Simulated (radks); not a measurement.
Ionisation of neutral argon, [Ar], to [Ne] 3s2 3p5 as the strength of local exchange is varied. All-electron calculation, non-relativistic Kohn-Sham, Slater X-alpha exchange (alpha = 2/3 is LDA exchange), no correlation, spin-polarised, spherical densities, point nucleus. Program: a radial shooting solver on a logarithmic mesh with Libxc functionals.

alpha	E(Ar) (hartree)	exchange (hartree)	IE (eV)	-e of the level emptied (eV)	<r> of it (bohr)
0.666	-524.48965	-27.74582	14.478	9.075 (3p)	1.682
0.667	-524.53131	-27.78941	14.492	9.087 (3p)	1.682
0.688	-525.40688	-28.70619	14.784	9.357 (3p)	1.673
0.727	-527.03632	-30.41550	15.333	9.866 (3p)	1.658
0.859	-532.58399	-36.26553	17.256	11.666 (3p)	1.610
0.97	-537.28797	-41.26195	18.952	13.268 (3p)	1.573
0.987	-538.01154	-42.03337	19.217	13.521 (3p)	1.568

NIST Atomic Spectra Database: 15.760 eV (measured). The Delta-SCF value meets it near alpha = 0.76. Open shells are spherical and high-spin; term and fine-structure splittings are not resolved.
